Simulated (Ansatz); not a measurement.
Calculated with Ansatz (gas phase, PBE0-D4/def2-TZVP geometries, no zero-point term in ΔE). CCSD(T)/CBS adds triple-zeta CCSD(T) − MP2 to the extrapolated MP2 energy (def2 sets, frozen cores). This one scheme is used for every species. DFT in def2-TZVPP. def2 core potentials past Kr. For Mo outer-core shells are correlated without core-valence functions, which leaves a few kJ/mol of doubt a bond.

Consider the ligand exchange at a Mo–Cl bond: `[O]=[Mo](=[O])([F])[Cl]` + H–F → `[O]=[Mo](=[O])([F])[F]` + HCl.

Q: Is it downhill or uphill in electronic energy at CCSD(T)/CBS, and by how much? (An estimate is asked.)

A: Computed: Uphill: ΔE = +3.5 kcal/mol.

Q: What do these levels give: r2SCANh-D4, PBE0, r2SCAN0, CAM-B3LYP, RPA@PBE/def2-TZVPP, MP2/def2-TZVPP? (An estimate is asked.)

A: The calculation gave: r2SCANh-D4 0.6, PBE0 1.1, r2SCAN0 1.1, CAM-B3LYP -2.0, RPA@PBE/def2-TZVPP 0.9, MP2/def2-TZVPP 6.5 kcal/mol.

Largest T1 diagnostic among the species: 0.025, so the coupled-cluster value is less sure than usual.

Leaving LDA and LC-ωPBE aside and taking each functional with its dispersion term where it has one, the values, not all of them listed here, spread over 4.7 kcal/mol, from ωB97X-V to PBE-QIDH. LDA lies +0.8 kcal/mol from PBE without D4. At CCSD(T), def2-SVP lies −4.3 kcal/mol from the extrapolated value and def2-TZVPP −1.2 kcal/mol.
